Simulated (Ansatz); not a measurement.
Zr₄⁺, relaxed as a quartet with UKS r2SCAN-D4/def2-SVP in Ansatz, starting from the r2SCAN-D4/def2-SVP geometry of the charge +1 doublet. Force threshold 0.02 eV/Å.

In the def2 sets Zr takes a core potential; there is no spin–orbit coupling. The charge 1 quartet is spin-contaminated (final ⟨S²⟩ up to 4.79, 3.75 for a pure state). The relaxation made no stability test and no search for a lower SCF solution. The structure comes from a short search, and lower isomers may exist.

Start:

```xyz
4

Zr   -1.295    0.844   -0.712
Zr   -0.586   -1.484    0.572
Zr    0.654    0.897    1.274
Zr    1.227   -0.257   -1.134
```

```tsv
step	energy (eV)	largest force component (eV/Å)	SCF passes
1	-5111.3055	0.226	111
2 (rejected)	-5111.3030	0.297	46
3	-5111.3189	0.044	42
4	-5111.3194	0.005	32
5	-5111.3195	0.000	24
```

Force components are those of the run's own axes.

End:

```xyz
4

Zr   -1.270    0.860   -0.703
Zr   -0.560   -1.487    0.569
Zr    0.623    0.905    1.280
Zr    1.207   -0.278   -1.146
```

By distances, no bond broke or formed. The bond that changes most is Zr1–Zr3, from 2.78 to 2.74 Å (atoms count from 1).

The force fell under the threshold at step 4, but the optimiser went on. No frequencies were taken in this run, so the end may be a saddle point.

It took 39 s on 4 threads of Arm Neoverse V1 on a shared host.
